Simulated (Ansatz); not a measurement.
`F[CH2][AlH][SiH3]` + `[SH][GeH3]` → `[SiH3][S][GeH3]` + `F[CH2][AlH2]` at 600 K and 1 bar (cleavage of the Si–Al bond).

Program: Ansatz. Geometries: PBE0-D4/def2-TZVP. ΔE: electronic, gas phase. CCSD(T)/CBS adds triple-zeta CCSD(T) − MP2 to the extrapolated MP2 energy (def2 sets, frozen cores). For Ge outer-core shells are correlated without core-valence functions, which leaves a few kJ/mol of doubt a bond. Scalar relativity is left out up to krypton. Each species was taken in one conformer, which may not be the lowest.

| species | CCSD(T)/CBS energy (Eh) | H − E (kJ/mol) | S (J/(mol·K)) |
| --- | --- | --- | --- |
| `F[CH2][AlH][SiH3]` | -672.50700 | 220.7 | 460.8 |
| `[SH][GeH3]` | -2476.30083 | 123.6 | 342.5 |
| `[SiH3][S][GeH3]` | -2766.60510 | 189.6 | 437.2 |
| `F[CH2][AlH2]` | -382.22364 | 152.3 | 354.7 |

H − E and S are ideal-gas, rigid-rotor, harmonic terms from PBE0-D4/def2-TZVP, for one conformer and one mirror image of each species. 1 Eh = 2625.50 kJ/mol, R = 8.31446 J/(mol·K).

By hand: ΔE, ΔH, ΔS and ΔG.

ΔE = (-2766.60510) + (-382.22364) − (-672.50700) − (-2476.30083) = -0.02091 Eh = -54.9 kJ/mol. Δ(H − E) = 189.6 + 152.3 − 220.7 − 123.6 = -2.4, so ΔH = -57.3 kJ/mol. ΔS = 437.2 + 354.7 − 460.8 − 342.5 = -11.4 J/(mol·K). ΔG = -57.3 − 600 × (-11.4)/1000 = -50.5 kJ/mol.

By hand: the equilibrium constant, and the temperature at which ΔG would vanish if ΔH and ΔS stayed fixed.

log₁₀ K = −ΔG/(RT ln 10) = 4.4. ΔG = 0 at ΔH/ΔS = 5026 K, far beyond where these terms or the molecules hold.

The number of gas molecules stays the same, so ΔS is small and ΔH decides. A doubt of 5 kJ/mol in ΔE shifts log₁₀ K by 0.4 here. Other conformers and mirror images would add mixing entropy, several J/(mol·K) or more a flexible species. Modes under 60 cm⁻¹, often nearly free rotors, make the harmonic entropy too high. These are equilibria of isolated gas molecules and say nothing of rates. Largest T1 diagnostic: 0.012 (customary marks: 0.02 for closed shells, 0.045 for open ones).
